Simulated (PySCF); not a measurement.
A structure optimised at PBE-D3(BJ)/def2-TZVP, used in a PySCF frequency run:

```
In
F 1 1.8651
F 1 1.8651 2 180.00
```
Charge +1, spin multiplicity 1.

Q: Write its SMILES, formula and point group.

A: [F][In+][F], F2In, D∞h

Q: What are its rotational constants (standard atomic weights)?

A: 3.8234 GHz (linear rotor, B only)
